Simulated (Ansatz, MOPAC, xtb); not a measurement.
Torsion H3–S1–Pb2–H4 in H2PbS (SMILES [SH][PbH]); at each angle all else is relaxed with GFN2-xTB, and the levels are single points there.
Geometry at 180° (charge 0, multiplicity 1):
```xyz
4

S     -1.3081     0.6863     0.2670
Pb     1.1472     0.6665    -0.2407
H     -1.6013    -0.5469    -0.1268
H      1.3836     2.3846     0.3430
```

On the grid 0° to 330°, 270° is the highest and 180° the lowest point at wB97M-V/def2-TZVPP.

The state reached by PM7 isn't checked; PM7 holds dispersion and hydrogen-bond terms.

The values were computed with Ansatz (Gaussian basis) for Hartree–Fock, density functionals and correlated methods; MOPAC for PM7 (differences of heats of formation); xtb for the GFN methods. Values without a source in brackets are computed. In def2 rows elements past Kr take small-core potentials, without spin–orbit coupling.

One of these levels gives 11.06 kcal/mol for the energy at 270° less that at 180°. Which one is it?
A. GFN1-xTB
B. BLYP/def2-TZVPP
C. PM7

B, BLYP/def2-TZVPP. The others give 3.76 (PM7), 8.29 (GFN1-xTB)

Ansatz is a quantum-chemistry and plane-wave program.
